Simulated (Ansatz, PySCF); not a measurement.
Molecule: C2H9NSi, charge 0, multiplicity 1. SMILES: N(C)(C)[SiH3]
Structure (B3LYP-D3(BJ)/def2-TZVP (Ansatz, an electronic-structure program) minimum search):
```
N
C 1 1.4510
H 2 1.0908 1 110.45
H 2 1.0958 3 107.77 1 -120.60
H 2 1.0997 3 107.98 4 -115.87
C 1 1.4510 2 113.53 3 -176.47
H 6 1.0908 1 110.45 2 176.47
H 6 1.0958 7 107.77 1 120.60
H 6 1.0997 7 107.98 8 115.87
Si 1 1.7214 2 121.04 3 26.82
H 10 1.4817 1 108.01 2 -162.72
H 10 1.4817 11 111.23 7 -142.03
H 10 1.4925 11 107.23 12 -116.95
```

PBE beside other levels, property by property. Valence correlation only, unless marked. UHF or UKS for open shells. No spin-orbit coupling. No relativistic terms. CBS marks a two-point X^-3 extrapolation of the correlation energy; Hartree-Fock from the larger set. [CCSD(T)-MP2]/basis is that difference in the basis named. Rows marked 298 K are enthalpies with B3LYP-D3(BJ) harmonic zero-point and thermal terms from PySCF. Atomisation energies are electronic, to ground-state atoms; the column to compare with has the core term from cc-pwCVTZ added, other frozen-core levels have none. The coupled-cluster column (Ansatz) is a level with limits of its own: RI-MP2/CBS(cc-pV(T+d)Z,cc-pV(Q+d)Z)+[CCSD(T)-MP2]/cc-pV(T+d)Z.

```csv
property,r2SCAN/def2-TZVPD (Ansatz),PBE0/def2-TZVPD (Ansatz),"RI-MP2/CBS(cc-pV(T+d)Z,cc-pV(Q+d)Z) (Ansatz)",coupled cluster
atomisation energy (kcal/mol),1085.3,1083.5,1094.3,1094.5
"N-Si bond dissociation enthalpy, 298 K, to [SiH3] (SiH3) + C[N]C (kcal/mol)",80.2,82.5,98.8,91.4
"C-N bond dissociation enthalpy, 298 K, to C[N][SiH3] + [CH3] (CH3) (kcal/mol)",75.2,80.6,94.2,86.3
```

**Question.** What does PBE/def2-TZVPD (Ansatz) give for each property, and on which side of coupled cluster does it fall?

**Answer.** 
- atomisation energy: PBE lies 0.3 kcal/mol below coupled cluster; PBE gives 1094.2 kcal/mol.
- N-Si bond dissociation enthalpy, 298 K, to [SiH3] (SiH3) + C[N]C: PBE lies 10.2 kcal/mol below coupled cluster; PBE gives 81.2 kcal/mol.
- C-N bond dissociation enthalpy, 298 K, to C[N][SiH3] + [CH3] (CH3): PBE lies 5.6 kcal/mol below coupled cluster; PBE gives 80.7 kcal/mol.
